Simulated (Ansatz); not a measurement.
`[SiH3][N]([SiH3])[GeH]` + CH₃SH → `C[S][GeH]` + `[SiH3]N[SiH3]` at 700 K and 1 bar (ligand exchange at a Ge–N bond).

Calculated with Ansatz (gas phase, PBE0-D4/def2-TZVP geometries, no zero-point term in ΔE). CCSD(T)/CBS adds triple-zeta CCSD(T) − MP2 to the extrapolated MP2 energy (def2 sets, frozen cores). This one scheme is used for every species. For Ge outer-core shells are correlated without core-valence functions, which leaves a few kJ/mol of doubt a bond. Scalar relativity is left out up to krypton.

| species | CCSD(T)/CBS energy (Eh) | H − E (kJ/mol) | S (J/(mol·K)) |
| --- | --- | --- | --- |
| `[SiH3][N]([SiH3])[GeH]` | -2713.20588 | 252.4 | 494.9 |
| CH₃SH | -438.22835 | 160.2 | 309.0 |
| `C[S][GeH]` | -2514.34332 | 172.9 | 386.9 |
| `[SiH3]N[SiH3]` | -637.10515 | 245.6 | 444.2 |

H − E and S are ideal-gas, rigid-rotor, harmonic terms from PBE0-D4/def2-TZVP. 1 Eh = 2625.50 kJ/mol, R = 8.31446 J/(mol·K).

**Question.** By hand: ΔE, ΔH, ΔS and ΔG.

**Answer.** ΔE = (-2514.34332) + (-637.10515) − (-2713.20588) − (-438.22835) = -0.01424 Eh = -37.4 kJ/mol. Δ(H − E) = 172.9 + 245.6 − 252.4 − 160.2 = 5.9, so ΔH = -31.5 kJ/mol. ΔS = 386.9 + 444.2 − 494.9 − 309.0 = 27.2 J/(mol·K). ΔG = -31.5 − 700 × (27.2)/1000 = -50.5 kJ/mol.

**Question.** By hand: the equilibrium constant, and the temperature at which ΔG would vanish if ΔH and ΔS stayed fixed.

**Answer.** log₁₀ K = −ΔG/(RT ln 10) = 3.8. ΔH and −TΔS have one sign here, so there is no such temperature.

TΔS isn't small against ΔH here. A doubt of 5 kJ/mol in ΔE shifts log₁₀ K by 0.4 here. Modes under 60 cm⁻¹, often nearly free rotors, make the harmonic entropy too high. These are equilibria of isolated gas molecules and say nothing of rates. Largest T1 diagnostic: 0.015 (customary marks: 0.02 for closed shells, 0.045 for open ones).
